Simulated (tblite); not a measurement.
Record of a relaxation.

Species: C5H9AlN2.
Numbering: `[CH3:1][C:2]#[N+:3][AlH2-:4][C@H:5]([CH3:6])[C:7]#[N:8]` (hydrogens: H9, H10, H11 on C1; H12, H13 on Al4; H14 on C5; H15, H16, H17 on C6)
Bond orders are those of one Lewis drawing.

Computed with GFN2-xTB (tblite), gas phase: L-BFGS steps from a force-field or distance-geometry start until the largest atomic force falls under 0.01 eV/Å. 6 of its 222 geometries are shown.

Step 0: E = -602.0711 eV, largest atomic force 2.371 eV/Å
```
atom  x, y, z in Å  |  force x, y, z in eV/Å
C1      3.831    0.571    0.014   -1.624  -0.230   0.896
C2      2.480   -0.015   -0.130    1.787   0.912   0.248
N3      1.433   -0.480   -0.211    0.456   0.206  -0.087
Al4    -0.319   -1.184   -0.377   -1.415  -1.822  -0.059
C5     -1.610    0.326   -0.141    1.451   1.467  -1.168
C6     -2.941   -0.145    0.338   -1.004   0.212   1.191
C7     -1.635    1.062   -1.401   -0.164  -0.612   1.828
N8     -1.665    1.646   -2.385    0.067   0.240  -0.556
H9      4.484    0.059   -0.689    0.074   0.245   0.015
H10     4.157    0.375    1.074   -0.220   0.103  -0.992
H11     3.786    1.681   -0.122    0.047  -0.988  -0.128
H12    -0.528   -1.952   -1.752    0.493   0.302   0.173
H13    -0.527   -2.167    0.889    0.417   0.389  -0.230
H14    -1.136    0.973    0.641   -0.290   0.106  -0.392
H15    -3.366    0.643    1.033    0.148  -1.000  -0.547
H16    -2.796   -1.104    0.895   -0.401   0.665  -0.346
H17    -3.655   -0.276   -0.478    0.178  -0.195   0.152
```

Step 44: E = -602.6137 eV, largest atomic force 0.046 eV/Å
```
atom  x, y, z in Å  |  force x, y, z in eV/Å
C1      3.711    0.538   -0.006   -0.021   0.003   0.004
C2      2.411   -0.013   -0.169    0.025  -0.013   0.010
N3      1.362   -0.460   -0.298    0.008  -0.009   0.016
Al4    -0.412   -1.335   -0.374    0.004   0.019  -0.025
C5     -1.534    0.364   -0.103    0.022  -0.016   0.001
C6     -2.928   -0.112    0.343   -0.014   0.006  -0.011
C7     -1.584    1.174   -1.272    0.023  -0.007  -0.018
N8     -1.582    1.803   -2.234   -0.003  -0.004   0.035
H9      4.396    0.071   -0.716   -0.013   0.028   0.017
H10     4.058    0.351    1.012   -0.003  -0.005  -0.028
H11     3.677    1.614   -0.182    0.003  -0.018  -0.020
H12    -0.187   -2.010   -1.758   -0.031   0.028   0.020
H13    -0.478   -2.233    0.890    0.024  -0.027   0.025
H14    -1.103    0.989    0.700   -0.012   0.004  -0.002
H15    -3.530    0.707    0.740   -0.015  -0.013  -0.006
H16    -2.821   -0.875    1.120    0.005   0.024  -0.015
H17    -3.463   -0.560   -0.494   -0.004   0.001  -0.005
```

Step 88: E = -602.6573 eV, largest atomic force 0.152 eV/Å
```
atom  x, y, z in Å  |  force x, y, z in eV/Å
C1      3.602    0.623   -0.231   -0.001   0.030   0.004
C2      2.401   -0.134   -0.235    0.037   0.010   0.052
N3      1.438   -0.756   -0.196   -0.122  -0.020   0.028
Al4    -0.455   -1.356   -0.123   -0.082   0.020  -0.018
C5     -1.492    0.383    0.255    0.003  -0.034   0.009
C6     -2.940   -0.132    0.143   -0.020  -0.029  -0.040
C7     -1.130    1.182   -0.863   -0.039  -0.085  -0.040
N8     -0.780    1.778   -1.782    0.096   0.103  -0.056
H9      4.306    0.239   -0.970   -0.061  -0.020   0.007
H10     4.052    0.576    0.761    0.012  -0.023  -0.008
H11     3.363    1.660   -0.464   -0.007   0.054  -0.050
H12    -0.590   -1.815   -1.600    0.023  -0.021  -0.018
H13    -0.498   -2.403    1.015    0.050   0.010   0.027
H14    -1.385    1.008    1.149    0.009  -0.055   0.066
H15    -3.670    0.675    0.048    0.056  -0.008   0.051
H16    -3.186   -0.732    1.021    0.005   0.044   0.026
H17    -3.043   -0.782   -0.730    0.040   0.021  -0.038
```

Step 133: E = -602.8952 eV, largest atomic force 0.048 eV/Å
```
atom  x, y, z in Å  |  force x, y, z in eV/Å
C1      3.064    0.758   -0.644   -0.008  -0.011   0.004
C2      2.175   -0.203   -0.104   -0.038  -0.029   0.008
N3      1.471   -0.997    0.345    0.031   0.025  -0.026
Al4    -0.400   -1.636    0.267   -0.002   0.013   0.012
C5     -1.397    0.178    0.452   -0.010  -0.021  -0.026
C6     -2.740    0.081   -0.297   -0.005  -0.013  -0.033
C7     -0.531    1.127   -0.141   -0.001   0.015   0.010
N8      0.257    1.820   -0.619    0.001   0.001   0.003
H9      3.596    0.332   -1.494    0.006   0.005  -0.004
H10     3.773    1.089    0.114    0.006  -0.005   0.007
H11     2.453    1.605   -0.973   -0.024   0.003   0.010
H12    -0.388   -2.167   -1.200   -0.024  -0.010  -0.007
H13    -0.532   -2.613    1.457    0.002   0.010   0.009
H14    -1.579    0.497    1.489    0.011   0.011   0.003
H15    -3.209    1.060   -0.414   -0.001  -0.004   0.003
H16    -3.424   -0.566    0.252    0.026  -0.004   0.008
H17    -2.596   -0.351   -1.290    0.028   0.016   0.019
```

Step 177: E = -602.9163 eV, largest atomic force 0.097 eV/Å
```
atom  x, y, z in Å  |  force x, y, z in eV/Å
C1      2.997    0.767   -0.682    0.006  -0.009   0.008
C2      2.083   -0.259   -0.340   -0.013  -0.017   0.013
N3      1.361   -1.109   -0.054    0.039  -0.016  -0.030
Al4    -0.465   -1.679    0.436    0.017   0.010  -0.007
C5     -1.371    0.193    0.473   -0.020   0.014  -0.012
C6     -2.589    0.102   -0.468    0.017  -0.004   0.010
C7     -0.480    1.203    0.049    0.024   0.036  -0.046
N8      0.316    1.940   -0.344   -0.037  -0.044   0.078
H9      3.461    0.556   -1.645   -0.006  -0.004   0.016
H10     3.761    0.855    0.091   -0.016   0.003  -0.032
H11     2.417    1.695   -0.742    0.014  -0.003   0.004
H12    -0.918   -2.543   -0.773    0.008   0.006  -0.008
H13    -0.214   -2.349    1.814    0.004   0.030   0.002
H14    -1.698    0.434    1.497   -0.023   0.009  -0.026
H15    -3.228    0.984   -0.393    0.000   0.000   0.001
H16    -3.180   -0.781   -0.218   -0.003   0.003  -0.001
H17    -2.259    0.004   -1.502   -0.011  -0.015   0.028
```

Step 221: E = -602.9288 eV, largest atomic force 0.010 eV/Å
```
atom  x, y, z in Å  |  force x, y, z in eV/Å
C1      2.948    0.746   -0.739   -0.004  -0.001  -0.002
C2      2.019   -0.291   -0.483    0.006  -0.001   0.000
N3      1.276   -1.148   -0.287   -0.004  -0.002   0.002
Al4    -0.451   -1.652    0.529   -0.004   0.003   0.004
C5     -1.423    0.188    0.515    0.001   0.002  -0.001
C6     -2.519    0.104   -0.562    0.000  -0.001   0.005
C7     -0.489    1.208    0.231    0.003   0.006  -0.003
N8      0.347    1.959   -0.031   -0.002  -0.003   0.002
H9      3.339    0.665   -1.753   -0.002  -0.001   0.001
H10     3.764    0.701   -0.019    0.004  -0.003  -0.002
H11     2.401    1.688   -0.621    0.000   0.005   0.001
H12    -1.056   -2.649   -0.493    0.003  -0.001  -0.002
H13     0.080   -2.129    1.911    0.001   0.000  -0.001
H14    -1.874    0.410    1.494    0.000  -0.002   0.001
H15    -3.125    1.010   -0.599   -0.005   0.008   0.002
H16    -3.171   -0.746   -0.350    0.001  -0.004  -0.003
H17    -2.074   -0.054   -1.544    0.003  -0.005  -0.005
```

**Question.** Summarise the path.

**Answer.** The energy falls by 19.78 kcal/mol from step 0 to step 221; nine tenths of that is first reached at step 115. It rises by more than 0.2 meV at step 95. The largest force goes from 2.371 to 0.010 eV/Å. Among the bonds N3–Al4 changes most, from 1.895 to 1.976 Å; the atoms move by 1.505 Å rms after alignment.

The cost below is that of the whole relaxation. Hardware: one thread of an Arm Neoverse N1, shared host with 64 logical CPUs at a one-minute load of 59. Cost: 2.8 s wall.
